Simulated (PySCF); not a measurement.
CH4BrFSi, SMILES C[SiH](F)Br.

Geometry: PBE0-D3(BJ)/def2-SVP.

Computed with PySCF with M06-2X/def2-TZVP.

The molecule is in vacuum.

Computed frontier levels, gap, dipole moment and polarisability:
```
Property                                                                                                       Result
---------------------------------------------------------------------------------------------  ----------------------
highest occupied level                                                                                       -9.72 eV
lowest empty level                                                                                            1.23 eV
orbital gap                                                                                                  10.95 eV
dipole moment                                                                                                  2.23 D
quadrupole, principal values (traceless, Buckingham form, about the centre of nuclear charge)   -5.74, 0.96, 4.78 D·Å
mean static polarisability                                                                       54.4 bohr³ (8.06 Å³)
polarisability, principal values                                                               46.0, 51.2, 66.1 bohr³
```
